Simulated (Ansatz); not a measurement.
Geometry optimisation, RKS PBE0/6-31G (Ansatz 0.2.0).

input.yaml

```yaml
crystal:
  periodic: [false, false, false]
  atoms:
    - { symbol: "N", position_ang: [-0.135, -1.4727, 1.1567] }
    - { symbol: C, position_ang: [0.176, -0.2312, 0.381] }
    - { symbol: Al, position_ang: [1.921, 0.5275, 0.9782] }
    - { symbol: C, position_ang: [0.1211, -0.418, -1.1354] }
    - { symbol: C, position_ang: [-1.0927, 0.5731, -1.1792] }
    - { symbol: C, position_ang: [-0.9592, 0.8109, 0.34] }
    - { symbol: H, position_ang: [0.5506, -2.169, 0.9458] }
    - { symbol: H, position_ang: [-1.0686, -1.7801, 0.8123] }
    - { symbol: H, position_ang: [2.1428, 1.0144, 2.5482] }
    - { symbol: H, position_ang: [3.1627, 0.661, -0.0213] }
    - { symbol: H, position_ang: [0.9177, -0.0749, -1.6902] }
    - { symbol: H, position_ang: [-0.2659, -1.441, -1.4083] }
    - { symbol: H, position_ang: [-0.8929, 1.5181, -1.7633] }
    - { symbol: H, position_ang: [-2.0919, 0.1276, -1.4219] }
    - { symbol: H, position_ang: [-0.645, 1.8183, 0.5873] }
    - { symbol: H, position_ang: [-1.8636, 0.5134, 0.9143] }
basis:
  gaussian: { orbitals: "6-31G" }
hamiltonian:
  xc: pbe0
relax:
  f_tol: 0.02
  max_steps: 50
output:
  orbitals: {}
```

Command:

```bash
$ ansatz run input.yaml --threads 1 --pin off --max-ram 2048MiB --backend cpu --events-out ev --progress --plain --runs-dir out
```

Question: Where does it end, and by what steps?

Answer: It converged. Limits of this set-up: no polarisation functions. After 19 steps the energy has fallen by 1.269 eV; H8 moved furthest, 1.52 Å. Joined: N1–Al3.

```
step  energy less start (eV)  largest force component (eV/Å)  accepted
   0                  0.0000                           3.879       yes
   1                 -0.4266                           0.850       yes
   2                 -0.4857                           0.437       yes
   3                 -0.4852                           0.777        no
   4                 -0.5177                           0.111       yes
   5                 -0.5386                           0.223       yes
   6                 -0.5755                           0.250       yes
   7                 -0.6453                           0.481       yes
   8                 -0.7487                           0.455       yes
   9                 -0.8796                           0.621       yes
  10                 -1.1016                           0.718       yes
  11                 -1.2195                           0.723       yes
  12                 -1.1459                           1.181        no
  13                 -1.2512                           0.098       yes
  14                 -1.2585                           0.136       yes
  15                 -1.2641                           0.080       yes
  16                 -1.2669                           0.126       yes
  17                 -1.2685                           0.063       yes
  18                 -1.2688                           0.024       yes
  19                 -1.2689                           0.013       yes
```

```xyz
16
Properties=species:S:1:pos:R:3
N 0.501 -1.177 1.139
C 0.190 -0.040 0.161
Al 1.895 0.321 1.108
C -0.088 -0.383 -1.313
C -1.140 0.762 -1.302
C -1.175 0.665 0.250
H 0.689 -2.076 0.706
H -0.153 -1.271 1.910
H 1.836 1.179 2.471
H 3.264 -0.195 0.431
H 0.739 -0.316 -2.024
H -0.578 -1.363 -1.424
H -0.711 1.710 -1.638
H -2.077 0.586 -1.835
H -1.241 1.593 0.823
H -1.973 -0.018 0.581
```

Whether the end is a true minimum wasn't checked by a vibrational analysis.

The run took 3.6 min on 1 thread of Arm Neoverse N1 (shared host), peak memory 0.2 GiB.
